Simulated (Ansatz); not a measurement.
```xyz
2

P     0.0000    0.0000   -0.7970
O     0.0000    0.0000    0.7970
```

Basis set: cc-pVTZ on O; cc-pV(T+d)Z on P (spherical functions). Left uncorrelated: 6 orbitals. Correlation on ROHF uses semicanonical orbitals with singles. Charge 0, multiplicity 2.

Computed with Ansatz (development build ahead of 0.2.0); the reference of a correlated method needn't be the lowest determinant of its kind.

The atomization energy at this shape (free ground-state atoms in the same class of orbitals less the molecule, no zero-point energy) of doublet PO:

```tsv
method	atomization energy
ROHF-CCSD(T)	527.7 kJ/mol
UHF-BCCD(T)	527.0 kJ/mol
```

What does UHF-CCSD(T) give?

520.7 kJ/mol. Caution: the reference determinant was not shown to be the lowest; the shape is not the minimum. Caution for UHF-CCSD(T): another reference gives a lower total.
